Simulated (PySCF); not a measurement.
**Telling isomers of C₆H₁₃OP apart by NMR**

PySCF 2.14.0 with density-fitted response routines calculation with coordinates at the GFN2-xTB level and NMR shieldings at PBE0/pcSseg-1/GIAO; non-relativistic Hamiltonian, single conformer, rapidly exchanging positions averaged, no solvent.

Referencing at the same level of theory: 1H, 13C vs TMS. Splittings of carbon signals by F and P are missing where no couplings were computed. Where no couplings were computed, multiplicities follow the n + 1 count of equivalent neighbours, and m marks all less simple cases (inequivalent or close neighbours, rings, F or P nearby). Shifts are as computed. Against solution values, carbons near 30 ppm lie about +3 ppm off and those near 130 ppm about +5 ppm. Of 1211 compounds with measured shifts, 218 miss one by over three times the rms of a fit or turn the order of signals round; such compounds aren't used in these exercises.

(1) Tabulate the signals of `CC[C@H]1C[P@](C)(=O)C1`, `CO/C=P/C(C)(C)C` and their relative energies.

(2) What is the quickest way to tell CC[C@H]1C[P@](C)(=O)C1 from CO/C=P/C(C)(C)C?

## Answers

(1) 
| SMILES | carbon types | δC | δH | E rel. (kcal/mol) |
| --- | --- | --- | --- | --- |
| CC[C@H]1C[P@](C)(=O)C1 | 1×CH 3×CH2 2×CH3 | 45.2, 37.4, 30.8, 25.1, 15.0 | 2.59 (m, 2H), 2.27 (m, 1H), 1.68 (m, 2H), 1.36 (m, 3H), 1.34 (m, 2H), 0.95 (t, 3H) | 0.0 |
| CO/C=P/C(C)(C)C | 1×C 1×CH 4×CH3 | 218.2, 61.3, 34.5, 34.4 | 9.42 (m, 1H), 3.78 (s, 3H), 1.27 (m, 9H) | 40.1 |

Energies are electronic energies at PBE0/pcSseg-1 on these geometries, without zero-point or thermal terms, each for the one conformer computed, which needn't be the lowest.

(2) Count the carbon signals: 5 against 4. The first has an sp3 CH2 bonded to P at 45.2 ppm, the second a carbon double-bonded to a heavier main-group atom (CH) at 218.2 ppm. In the proton spectra the most deshielded non-exchanging signals are 2.59 (m, 2H) and 9.42 (m, 1H).
